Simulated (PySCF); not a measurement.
C₃H₃, SMILES [CH]1[CH][CH]1 (connectivity only; charge and spin as stated), neutral, multiplicity 2. Atoms are numbered in the order given.

```xyz
6

C     -0.8735    -0.1374     0.0000
C      0.4179     0.0129    -0.6539
C      0.4179     0.0129     0.6539
H     -1.7330     0.5313     0.0000
H      0.9797     0.0694    -1.5696
H      0.9797     0.0694     1.5696
```
Charge 0, spin multiplicity 2.

Geometry: B3LYP-D3(BJ)/def2-TZVP.

Computed with PBE0/pcH-1 (PySCF).

Unrestricted Kohn–Sham, ⟨S²⟩ = 0.753. Hyperfine tensors hold the contact and dipolar terms, without spin-orbit corrections.

Computed hyperfine couplings:
| nucleus | A(iso) (MHz) | A(iso) (G) | dipolar principal values (MHz) |
|---|---|---|---|
| 13C no. 1 | 350.6 | 125.1 | -65.6, -58.2, 123.8 |
| 13C no. 2 | -4.7 | -1.7 | -14.6, -8.0, 22.5 |
| 13C no. 3 | -4.7 | -1.7 | -14.6, -8.0, 22.5 |
| 1H no. 4 | 103.5 | 36.9 | -26.0, -4.6, 30.6 |
| 1H no. 5 | -14.1 | -5.0 | -7.9, -1.7, 9.6 |
| 1H no. 6 | -14.1 | -5.0 | -7.9, -1.7, 9.6 |

### Question
And the g tensor (effective nuclear charges for spin-orbit coupling, GIAO)? (Estimate from the structure and the level; the computed values follow.)

### Answer
principal values 2.0021, 2.0025, 2.0032; isotropic 2.0026.
